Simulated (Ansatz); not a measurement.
An input meant for InMe2(acnac) (C7H14InNO) (charge 0, triplet).

```yaml
crystal:
  periodic: [false, false, false]
  atoms:
    - {symbol: In, position_ang: [1.448007, 0.129500, 1.063728]}
    - {symbol: C, position_ang: [0.931329, 0.259305, 3.172441]}
    - {symbol: H, position_ang: [-0.158445, 0.437011, 3.260935]}
    - {symbol: H, position_ang: [1.474467, 1.089611, 3.664606]}
    - {symbol: H, position_ang: [1.184264, -0.685589, 3.694167]}
    - {symbol: C, position_ang: [3.280129, 0.213110, -0.105836]}
    - {symbol: H, position_ang: [3.020308, 0.158334, -1.181040]}
    - {symbol: H, position_ang: [3.952039, -0.631536, 0.147268]}
    - {symbol: H, position_ang: [3.820617, 1.161132, 0.086892]}
    - {symbol: O, position_ang: [0.093944, 1.553278, 0.066121]}
    - {symbol: C, position_ang: [-0.914274, 1.293751, -0.686921]}
    - {symbol: C, position_ang: [-1.624531, 2.516296, -1.231393]}
    - {symbol: C, position_ang: [-1.399051, 0.015945, -1.039060]}
    - {symbol: C, position_ang: [-0.900513, -1.253502, -0.639905]}
    - {symbol: C, position_ang: [-1.628869, -2.481916, -1.150439]}
    - {symbol: N, position_ang: [0.149150, -1.444381, 0.152846]}
    - {symbol: H, position_ang: [-2.500619, 2.270695, -1.859331]}
    - {symbol: H, position_ang: [-1.948031, 3.157591, -0.385855]}
    - {symbol: H, position_ang: [-0.908630, 3.121151, -1.825667]}
    - {symbol: H, position_ang: [-2.276365, -0.001611, -1.699110]}
    - {symbol: H, position_ang: [-2.445738, -2.226709, -1.849657]}
    - {symbol: H, position_ang: [-2.065022, -3.050084, -0.301941]}
    - {symbol: H, position_ang: [-0.923153, -3.161853, -1.671773]}
    - {symbol: H, position_ang: [0.338977, -2.439518, 0.318916]}
basis:
  gaussian: {orbitals: STO-3G}
magnetization: {spin_polarized: true, initial_magnetization: 2}
hamiltonian: {xc: {name: TPSS}, dispersion: d3bj}
accuracy: high
scf: {omitted_lower_state_checks: [starts]}
output: {forces: true}
```

```sh
$ ansatz run in.yaml --threads 4 --pin off --events-out ev --progress --plain --max-ram 6963MiB
```

Output, abridged:

```
Error: YAML parse error: error: line 31 column 19: hamiltonian.xc: no functional is named "TPSS"; the names, which are not case-sensitive, are SVWN5, SPW92, PBE, PBE0, PBEsol, revPBE, revPBE0, RPBE, rPW86-PBE, HSE06, wPBEh, LC-wPBE, HISS, HF, BLYP, B3LYP, B3LYP5, BHLYP, CAM-B3LYP, r2SCAN, r2SCANh, r2SCAN0, r2SCAN50, m-r2SCAN, B97, wB97, wB97X, wB97X-V, B97M-V, wB97M-V, B2PLYP, B2GP-PLYP, PBE0-DH, PBE-QIDH
  --> <input>:31:19
   |
29 |   gaussian: {orbitals: STO-3G}
30 | magnetization: {spin_polarized: true, initial_magnetization: 2}
31 | hamiltonian: {xc: {name: TPSS}, dispersion: d3bj}
   |                   ^ hamiltonian.xc: no functional is named "TPSS"; the names, which are not case-sensitive, are SVWN5, SPW92, PBE, PBE0, PBEsol, revPBE, revPBE0, RPBE, rPW86-PBE, HSE06, wPBEh, LC-wPBE, HISS, HF, BLYP, B3LYP, B3LYP5, BHLYP, CAM-B3LYP, r2SCAN, r2SCANh, r2SCAN0, r2SCAN50, m-r2SCAN, B97, wB97, wB97X, wB97X-V, B97M-V, wB97M-V, B2PLYP, B2GP-PLYP, PBE0-DH, PBE-QIDH
32 | accuracy: high
33 | scf: {omitted_lower_state_checks: [starts]}
   |
```

In this input the method's name isn't one that the program takes here. The program refused the input.
